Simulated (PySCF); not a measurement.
Compound: C₆H₁₆AlN.
SMILES: `[CH3][Al@@H-]1[CH2]CC[N+]1(C)C`

The closed-shell ground state was solved at several levels (PySCF, density fitting, gas phase, non-relativistic). Isolated species at its PBE0-D3(BJ)/def2-SVP geometry (one conformer only).

```json
{"level": "CAM-B3LYP/def2-SVPD", "basis functions": "292", "HOMO (eV)": "-7.98", "LUMO (eV)": "0.90", "gap (eV)": "8.88", "dipole (D)": "4.28"}
{"level": "PBE0/pcSseg-1", "basis functions": "223", "HOMO (eV)": "-6.64", "LUMO (eV)": "0.91", "gap (eV)": "7.55", "dipole (D)": "4.32"}
```

Task: What might B97-2/pcSseg-1 (223 basis functions) give for the same quantities?

Result: HOMO -6.39 eV, LUMO 0.95 eV, gap 7.34 eV, dipole 4.32 D.

Task: Over all these levels, which gives the widest orbital gap and which the narrowest?

Result: CAM-B3LYP/def2-SVPD (range-separated hybrid) has the widest, 8.88 eV, and B97-2/pcSseg-1 (global hybrid, 21 % exact exchange) the narrowest, 7.34 eV. Functional and basis both differ between the two, so the spread mixes both effects.

Task: How far do the dipole and the HOMO energy spread over the levels?

Result: The dipole runs from 4.28 to 4.32 D (mean 4.31 D) and the HOMO from -7.98 to -6.39 eV.
